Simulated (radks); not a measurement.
The numbers below are computed, except where a source is named.
How relativity changes the ionisation of neutral hafnium ([Xe] 4f14 5d2 6s2) to Hf+ ([Xe] 4f14 5d1 6s2). Spin-unpolarised spherical Kohn-Sham, PBE, point nucleus unless stated (finite: rms radius 5.347 fm), a radial shooting solver on a logarithmic mesh with Libxc functionals. A level marked "c x" has the speed of light scaled by that factor and shares open shells by 2j + 1; other Dirac levels either fill j = l - 1/2 first or share by 2j + 1.

non-rel.: E(Hf) (hartree) -14324.9721; E(Hf+) (hartree) -14324.6879; IE (eV) 7.733; HOMO 5d; <r> HOMO (bohr) 2.346
scalar-rel.: E(Hf) (hartree) -15078.2171; E(Hf+) (hartree) -15077.9783; IE (eV) 6.499; HOMO 5d; <r> HOMO (bohr) 2.514
scalar-rel., finite nucleus: E(Hf) (hartree) -15076.1611; E(Hf+) (hartree) -15075.9222; IE (eV) 6.501; HOMO 5d; <r> HOMO (bohr) 2.514
Dirac, 2j+1 shares: E(Hf) (hartree) -15097.6847; E(Hf+) (hartree) -15097.4458; IE (eV) 6.500; HOMO 5d5/2; <r> HOMO (bohr) 2.572
Dirac, low j first: E(Hf) (hartree) -15097.7043; E(Hf+) (hartree) -15097.4583; IE (eV) 6.695; HOMO 5d3/2; <r> HOMO (bohr) 2.463
Dirac, 2j+1 shares, finite nucleus: E(Hf) (hartree) -15095.6111; E(Hf+) (hartree) -15095.3722; IE (eV) 6.502; HOMO 5d5/2; <r> HOMO (bohr) 2.572
Dirac, c x 2: E(Hf) (hartree) -14497.7993; E(Hf+) (hartree) -14497.5264; IE (eV) 7.424; HOMO 5d5/2; <r> HOMO (bohr) 2.395
Dirac, c x 5: E(Hf) (hartree) -14351.8676; E(Hf+) (hartree) -14351.5853; IE (eV) 7.684; HOMO 5d5/2; <r> HOMO (bohr) 2.354
Dirac, c x 100: E(Hf) (hartree) -14325.0390; E(Hf+) (hartree) -14324.7548; IE (eV) 7.733; HOMO 5d5/2; <r> HOMO (bohr) 2.346

NIST Atomic Spectra Database: 6.825 eV (measured). The relativistic part of the total energy of Hf is -770.6 hartree (Dirac, 2j+1 shares, finite nucleus), 5.4 % of the non-relativistic value. Spin polarisation and multiplet splitting of open shells are left out at every level.

Beside tabulated values, note that relativity, absent from the non-relativistic runs, is large for the heavy elements, and spin-unpolarised runs miss the spin-polarisation part of the exchange energy of open shells.
